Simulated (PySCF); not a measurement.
Isomers of C3H4Cl2. All species are isolated molecules in the gas phase. Strings in code marks are SMILES.

Quantity: electronic energy of isomers of C3H4Cl2 relative to `C/C(Cl)=C\Cl`, in eV.

Case: `ClC1(Cl)CC1`. Geometry of `C1(CC1)(Cl)Cl` (neutral, multiplicity 1, Å):

```xyz
9

Cl     1.3681    -1.2306     1.3375
C      0.5984    -0.4593    -0.0540
Cl     1.3766    -0.8760    -1.5851
C      0.0494     0.9145     0.1111
C     -0.8790    -0.2777    -0.0363
H      0.1502     1.5888    -0.7273
H      0.1449     1.3687     1.0870
H     -1.4069    -0.6243     0.8407
H     -1.4017    -0.4041    -0.9737
```

Problem. Predict the electronic energy of isomers of C3H4Cl2 relative to `C/C(Cl)=C\Cl` from frozen-core MP2/6-31G* // B3LYP-D3(BJ)/def2-TZVP (PySCF).

Solution. 0.405 eV.
